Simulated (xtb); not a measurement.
Species: H₅OSi, SMILES `[OH2+][SiH3]` (charge 1, multiplicity 1).

### Question
Give a relaxed geometry from GFN2-xTB (xtb).

### Answer
the end point of this relaxation (outside a Z-matrix the atoms follow the SMILES, hydrogens last).
Z-matrix (Å, degrees):
```
Si
H 1 1.4534
H 1 1.4534 2 119.47
H 1 1.4554 2 117.85 3 -154.87
O 1 1.8948 2 95.69 4 -105.30
H 5 0.9701 1 123.08 2 -161.16
H 5 0.9701 6 110.72 1 160.51
```
